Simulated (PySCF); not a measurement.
**Electronic structure of Ti⁺ (titanium, charge +1) at the PBE level**

Configuration: [Ar] 3d2 4s1, high-spin 4F determinant. All numbers are calculated (PySCF 2.14, scalar relativity by spin-free X2C-1e, in x2c-TZVPPall with one added diffuse shell each of s, p, d, f type (7s6p5d3f1g, 80 functions)).

| Property | Result |
| --- | --- |
| Total energy | -853.229 hartree |
| One-electron energy | -1162.656 hartree |
| Hartree (Coulomb) energy | 351.378 hartree |
| Exchange-correlation energy | -41.951 hartree |
| ⟨S²⟩ | 3.7503 |
| ⟨L²⟩ | 12.005 |
| Sum of ⟨r⟩ | 17.24 bohr |
| Sum of ⟨r²⟩ | 28.83 bohr² |
| Langevin diamagnetic susceptibility | -22.8 ×10⁻⁶ cm³/mol |

```csv
shell,electrons,mean orbital energy (eV),"rms radius, mean of both spins (bohr)"
1s α,1,-4873.3,0.0804
1s β,1,-4873.3,0.0804
2s α,1,-544.18,0.353
2s β,1,-543.63,0.353
2p α,3,-451.54,0.322
2p β,3,-451.10,0.322
3s α,1,-70.524,1.08
3s β,1,-68.726,1.08
3p α,3,-46.775,1.18
3p β,3,-44.965,1.18
3d α,2,-12.545,1.72
4s α,1,-10.896,3.37
```

Densities and radii are taken from the X2C orbitals without a picture-change correction, which distorts them close to the nucleus.
